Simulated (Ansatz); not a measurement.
The cluster B2Sb⁺. Charge 1, multiplicity 3. Geometry PBE-D4/def2-TZVP; atoms count from 1.

```xyz
3

B     0.096    0.912    0.139
B     1.085   -0.364    0.294
Sb   -1.181   -0.548   -0.432
```

In the def2 sets Sb takes a core potential; there is no spin–orbit coupling. At PBE0-D4/def2-TZVP a singlet of charge 1 lies 0.65 eV below the triplet, each at its own geometry. The structure comes from a short search, and lower isomers may exist.

(1) Estimate the Mulliken populations from the PBE0/def2-TZVP orbitals of Ansatz.

(2) Where does the spin sit?

(3) And the Mayer bond orders between heavy atoms (over 0.3)?

Answers

(1) 
| atom | charge (e) | spin (α − β) |
| --- | --- | --- |
| B1 | 0.08 | 0.64 |
| B2 | 0.13 | 1.21 |
| Sb3 | 0.79 | 0.16 |
Mulliken values depend strongly on the basis.

(2) Summed by element: B 1.84, Sb 0.16, of 2 unpaired in all. Largest on single atoms: B2 1.21, B1 0.64, Sb3 0.16.

(3) B1–B2 1.31 (1.62 Å); B1–Sb3 1.76 (2.02 Å); B2–Sb3 0.94 (2.39 Å).
